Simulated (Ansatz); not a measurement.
```yaml
crystal:
  periodic: [false, false, false]
  atoms:
    - {symbol: N, position_ang: [-0.260232, 1.051533, 0.163017]}
    - {symbol: Sn, position_ang: [0.115031, -0.232877, 0.227855]}
    - {symbol: O, position_ang: [1.039985, -0.395441, -0.745990]}
    - {symbol: Cl, position_ang: [-1.018334, -1.187162, -0.086894]}
    - {symbol: H, position_ang: [-0.826331, 1.228064, 0.606672]}
    - {symbol: H, position_ang: [-0.495000, 1.230608, -0.495133]}
    - {symbol: H, position_ang: [0.488961, -0.452289, 1.339658]}
    - {symbol: H, position_ang: [0.825570, -0.970423, -1.086291]}
basis:
  gaussian: {orbitals: def2-SVP}
hamiltonian: {xc: {name: PBE0}}
accuracy: high
scf: {lower_state_search: full}
output: {forces: true}
```

```sh
$ ansatz run in.yaml --threads 4 --pin off --events-out ev --progress --plain --max-ram 10444MiB
```

It prints (some lines left out):

```
Functional definition: PBE0
2161 factors; integrals over basis functions are off by at most 3.5e-9 eV
mean field evaluation 1: about -21856.2634 eV, gradient 1.0e2 eV
mean field evaluation 2: about -21856.7580 eV, gradient 1.0e2 eV
mean field evaluation 4: about -21873.0898 eV, gradient 1.2e1 eV
mean field evaluation 8: about -21873.3634 eV, gradient 7.6e-1 eV
mean field evaluation 16: about -21873.3644 eV, gradient 6.8e-5 eV
mean field -21873.36442004 eV, -803.8313161376 hartree, gradient 4.9e-8 eV, S^2 0.000000; 0 other end points of the search recorded, 0 dependent functions left out
reference -21873.36442280 eV, -803.8313162391 hartree; 29, 29 occupied and 63, 63 virtual orbitals, 2161 factors
Total energy: -21873.36442280 eV, -803.8313162391 hartree
Atom 0 at    -0.260232     1.051533     0.163017 Å, force     9.172675    63.000537     9.624899 eV/Å
Atom 1 at     0.115031    -0.232877     0.227855 Å, force    29.042632    -8.839961    60.883075 eV/Å
Atom 2 at     1.039985    -0.395441    -0.745990 Å, force    64.533349    18.061936   -40.409486 eV/Å
Atom 3 at    -1.018334    -1.187162    -0.086894 Å, force   -69.150453   -58.419303   -19.295165 eV/Å
Atom 4 at    -0.826331     1.228064     0.606672 Å, force   -23.589948     9.953165    19.229754 eV/Å
Atom 5 at    -0.495000     1.230608    -0.495133 Å, force   -11.351309    11.234135   -33.486558 eV/Å
Atom 6 at     0.488961    -0.452289     1.339658 Å, force     8.929417    -4.901044    24.260925 eV/Å
Atom 7 at     0.825570    -0.970423    -1.086291 Å, force    -7.586364   -30.089464   -20.807444 eV/Å
Dipole moment:    -0.245477     0.038623    -0.085028 e Å
```

(1) What is wrong with this run?

Answers

(1) The geometry is squeezed to about two thirds of its size. Self-consistency was reached. The result belongs to that input, not to the molecule as meant.
